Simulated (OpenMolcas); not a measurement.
neutral magnesium: effect of the active space

```yaml
Program: OpenMolcas
Method: XMS-CASPT2 or its RAS form, IPEA 0.25 Eh, imaginary shift 0.1 Eh
Basis: ANO-RCC-VTZP
Scalar_Hamiltonian: DKH2, point nucleus
Spin-orbit_coupling: state interaction with AMFI integrals over the reference wave functions, term energies averaged over their components
```

A. 2 electrons in 4 orbitals (3s 3p); 2S+1 = 3 even, 3 roots; 2S+1 = 1 even, 1 root; 2S+1 = 3 odd, 3 roots; 2S+1 = 1 odd, 3 roots; closed shells correlated: 2s 2p; CASPT2 step of the order of 1.7 core-seconds
B. 2 electrons in 8 orbitals (3s 3p 4s 4p); 2S+1 = 3 even, 3 roots; 2S+1 = 1 even, 1 root; 2S+1 = 3 odd, 3 roots; 2S+1 = 1 odd, 3 roots; closed shells correlated: 2s 2p; CASPT2 step roughly 2.9 core-seconds
C. 2 electrons in 9 orbitals (RAS2 3s 3p; RAS3 3d, at most 2 electrons); 2S+1 = 3 even, 3 roots; 2S+1 = 1 even, 1 root; 2S+1 = 3 odd, 3 roots; 2S+1 = 1 odd, 3 roots; closed shells correlated: 2s 2p; CASPT2 step about 4 core-seconds

Energies in cm⁻¹ above 3s² ¹S₀, the measured ground level; measured values from NIST Handbook of Basic Atomic Spectroscopic Data.

```tsv
Level	A	B	C	Measured
3s² ¹S₀	0.0	0.0	0.0	0.0
3s 3p ³P°₀	21686	21669	21515	21850
3s 3p ³P°₁	21701	21685	21531	21870
3s 3p ³P°₂	21733	21717	21563	21911
3s 3p ¹P°₁	38135	37858	36897	35051
```

Deviations, from unrounded energies. A percentage is the sum of absolute deviations over the sum of measured energies, with the sign that they share, or ± where signs differ.

| Against measurement | Levels | A | B | C |
| --- | --- | --- | --- | --- |
| mean absolute deviation (cm-1) | 4 | 900 | 840 | 720 |
| other configurations (%) | 4 | ±3.6 | ±3.3 | ±2.9 |

C lies closest to measurement on these levels and A furthest from it. The largest miss of C in the table is 3s 3p ¹P°₁, by +1800 cm-1. The ranking rests on the paired levels alone, and a cruder setting can come out closer through cancelling errors.

Among A to C the level of the table that moves most is 3s 3p ¹P°₁, by 1200 cm-1 (lowest in C, highest in A).

Active for correlation alone: 4p 4s; no level in the range computed is led by a configuration that fills them, so any true level of that kind is missing (holds for B). Active for correlation alone: 3d; no level in the range computed is led by a configuration that fills it, so any true level of that kind is missing (holds for C). Measured partners are found by configuration, term and J. A level has none where our copy of the source lacks it or the pairing is in doubt (some pairs that miss far off the trend of their configuration count as doubtful), and it then counts in no deviation. Levels of configurations outside the active space are missing. Levels that lie high or do not pair safely by name in every column are left out.

° marks odd parity.
